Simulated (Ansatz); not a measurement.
Reaction (substitution at a C–C bond): `CC1CC1` + `[OH][Sn]([OH])([F])[F]` → `C[O][Sn]([OH])([F])[F]` + `C1CC1`

Gas-phase electronic energies from Ansatz, PBE0-D4/def2-TZVP geometries. CCSD(T)/CBS adds triple-zeta CCSD(T) − MP2 to the extrapolated MP2 energy (def2 sets, frozen cores). DFT in def2-TZVPP. def2 core potentials past Kr. For Sn outer-core shells are correlated without core-valence functions, which leaves a few kJ/mol of doubt a bond. One conformer a species, not always the lowest.

CCSD(T)/CBS gives +16.3 kcal/mol.

Question: Another level gave +14.8 kcal/mol. Which?
A. HF/def2-TZVPP
B. r2SCANh-D4/def2-TZVPP
C. CAM-B3LYP/def2-TZVPP
D. MP2/def2-TZVPP

Answer: C. CAM-B3LYP 14.8, r2SCANh-D4 16.1, MP2/def2-TZVPP 17.5, HF/def2-TZVPP 13.6 kcal/mol.

Largest T1 diagnostic among the species: 0.015.

Leaving LDA and LC-ωPBE aside and taking each functional with its dispersion term where it has one, the values, not all of them listed here, spread over 3.0 kcal/mol, from BLYP-D4 to PBE-QIDH. LDA lies +1.8 kcal/mol from PBE without D4. At CCSD(T), def2-SVP lies −2.1 kcal/mol from the extrapolated value and def2-TZVPP −0.3 kcal/mol.
